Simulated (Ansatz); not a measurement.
Question: Predict a relaxed structure of SiH2Me(vinyl) (C3H8Si), charge 0, singlet, at r2SCAN-D4/def2-SVP (Ansatz).

Answer: 
```xyz
12

C     0.894   -1.382   -1.051
C    -0.606    1.091    0.070
C    -0.348    1.956    1.064
Si   -0.368   -0.762    0.200
H     0.077   -1.077    1.593
H    -1.674   -1.454   -0.047
H     1.009   -2.476   -0.988
H     1.879   -0.922   -0.874
H     0.584   -1.135   -2.079
H    -0.974    1.505   -0.881
H     0.017    1.618    2.042
H    -0.491    3.039    0.951
```
 This is one stationary point.
